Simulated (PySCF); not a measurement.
CH2N, SMILES C=[N], multiplicity 2.

Coordinates come from a B3LYP-D3(BJ)/def2-TZVPD optimisation. The isomer is the one that the SMILES or the coordinates give; other isomers of the formula were not compared.

All values below come from TDA-LC-ωPBE/def2-TZVPD run with PySCF.

Vertical excitations. The molecule is in vacuum.

Computed lowest excited states:
| state | energy (eV) | λ (nm) | f | main pairs |
|---|---|---|---|---|
| root 1 | 4.15 | 299 | 0.000 | α HOMO→LUMO 35 %, β HOMO→LUMO 62 % |
| root 2 | 4.71 | 263 | 0.006 | β HOMO−1→LUMO 96 % |
| root 3 | 4.78 | 260 | 0.000 | α HOMO→LUMO 62 %, β HOMO→LUMO 35 % |
| root 4 | 5.41 | 229 | 0.000 | α HOMO−1→LUMO 46 %, β HOMO→LUMO+2 48 % |
| root 5 | 6.87 | 181 | 0.001 | α HOMO−2→LUMO 30 %, β HOMO−1→LUMO+2 64 % |
| root 6 | 7.51 | 165 | 0.009 | α HOMO→LUMO+1 90 % |
| root 7 | 8.43 | 147 | 0.008 | α HOMO−2→LUMO 65 %, β HOMO−1→LUMO+2 31 % |
| root 8 | 8.47 | 146 | 0.009 | α HOMO−1→LUMO 15 %, β HOMO−2→LUMO 66 %, β HOMO→LUMO+2 15 % |
| root 9 | 8.86 | 140 | 0.038 | α HOMO→LUMO+2 92 % |
| root 10 | 9.19 | 135 | 0.035 | α HOMO→LUMO+3 89 % |
Unrestricted roots are not spin-pure.
